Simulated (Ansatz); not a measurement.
Reactions of C₂H₈OSeSn (`C[O][SnH]([CH3])[SeH]`).

Computed with Ansatz on PBE0-D4/def2-TZVP structures; ΔE is electronic, products minus reactants. CCSD(T)/CBS adds triple-zeta CCSD(T) − MP2 to the extrapolated MP2 energy (def2 sets, frozen cores). This one scheme is used for every species, atoms too. No spin–orbit coupling; open shells (•) take unrestricted orbitals. Spin–orbit coupling would lower the free atoms: a little for C, O; clearly for Se; strongly for Sn. Elements past krypton have def2 core potentials. Bonds to Ge, Se, Sn are less sure, by a few kJ/mol each and by 10 to 20 or more in all where they break to atoms, as the def2 sets lack core-valence functions. Scalar relativity is left out up to krypton. Each species was taken in one conformer, which may not be the lowest.

Problem. Order these by ΔE at CCSD(T)/CBS, lowest first. (Best estimate.)
A. `C[O][SnH]([CH3])[SeH]` + `C[S][Ge][OH]` → `C[O][Ge][S]C` + `C[O][SnH2][SeH]`
B. `C[O][SnH]([CH3])[SeH]` → 2 C• + 8 H• + O• + Se• + Sn•
C. `C[O][SnH]([CH3])[SeH]` + `CNC=O` → `CN(C)C=O` + `C[O][SnH2][SeH]`
D. `C[O][SnH]([CH3])[SeH]` + H₂ → `C[O][SnH2][SeH]` + CH₄
E. `C[O][SnH]([CH3])[SeH]` + `COCO` → `C[O][SnH]([CH3])[OH]` + `COC[SeH]`
F. `C[O][SnH]([CH3])[SeH]` + `O[SiH]([SiH3])S` → `O[SiH]([SiH3])[SeH]` + `C[O][SnH]([CH3])[SH]`
G. `C[O][SnH]([CH3])[SeH]` → `[CH3][SnH2][SeH]` + `C=O`

Solution. D (-6.1 kcal/mol), F (+3.1 kcal/mol), E (+11.9 kcal/mol), C (+14.3 kcal/mol), A (+24.0 kcal/mol), G (+33.7 kcal/mol), B (+1045.8 kcal/mol).

Largest T1 diagnostic: 0.015, for `C=O`.
